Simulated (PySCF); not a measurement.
**Ruthenium: a sound run and one with changed settings**

Sound run: Ru+ [Kr] 4d7, Ru(2+) [Kr] 4d6. Calculation: PySCF 2.14, in x2c-SVPall (6s5p5d1f, 53 functions); scalar relativity by spin-free X2C-1e. In the sound run the correlated levels freeze [Kr]. The sound run starts from symmetry-adapted Hartree-Fock orbitals and uses a fine grid where one is needed.

Changed run: initial guess minao, at most 50 SCF cycles, level shift 2.0 hartree.

| species | method | sound run (hartree) | changed run (hartree) | converged |
| --- | --- | --- | --- | --- |
| Ru+ | UHF | -4527.33776 | -4527.33776 | yes |
| Ru+ | BP86 | -4530.16091 | -4530.16089 | no |
| Ru+ | MN15 | -4532.49479 | -4532.49479 | no |
| Ru+ | MP2 | -4527.45615 | -4527.39917 | yes |
| Ru(2+) | UHF | -4526.78856 | -4526.78856 | yes |
| Ru(2+) | BP86 | -4529.52630 | -4529.52630 | yes |
| Ru(2+) | MN15 | -4531.87780 | -4531.87780 | yes |
| Ru(2+) | MP2 | -4526.86843 | -4526.83202 | yes |

Ionisation energy of Ru+:

```csv
method,sound run (eV),changed run (eV)
UHF,14.945,14.945
MP2,15.993,15.433
SCS-MP2,16.107,15.504
```

A level shift leaves the converged SCF energy unchanged but raises the virtual orbital energies, which shrinks MP2 if it is not removed.

For comparison, NIST gives 16.76 ± 0.06 eV between the lowest levels.
